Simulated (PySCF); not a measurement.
CH6ClFSi2, SMILES F[SiH2]C[SiH2]Cl.

The structure is a stationary point at PBE0-D3(BJ)/def2-SVP. The structure was generated by enumeration, and PubChem lists no compound with its InChIKey, so it may never have been made. Other conformers were not sampled.

Two levels are set side by side: PBE/def2-TZVP (PySCF) and B3LYP/def2-TZVP (PySCF). Same geometry, gas phase. Differences are taken from unrounded values.

| quantity | B3LYP |
|---|---|
| orbital gap (eV) | 8.37 |
| highest occupied level (eV) | -8.65 |
| lowest empty level (eV) | -0.28 |
| dipole moment (D) | 1.63 |
| mean polarisability (bohr³) | 72.3 |

Problem. What does PBE give, and how far is it from B3LYP? (Estimate from the structure and the level; the computed values follow.)

Solution. 
| quantity | PBE | PBE minus B3LYP |
|---|---|---|
| orbital gap (eV) | 6.58 | -1.79 |
| highest occupied level (eV) | -7.55 | 1.11 |
| lowest empty level (eV) | -0.97 | -0.69 |
| dipole moment (D) | 1.58 | -0.06 |
| mean polarisability (bohr³) | 74.9 | 2.6 |

Without exact exchange PBE keeps part of each electron's self-repulsion, which lifts occupied levels and narrows the gap. PBE's more diffuse valence density responds more strongly to a field. Differences between two approximate levels are no errors against the true value.

Rough cost on one machine, each run with all the roots and properties that it gave: B3LYP against PBE within a factor of 2.
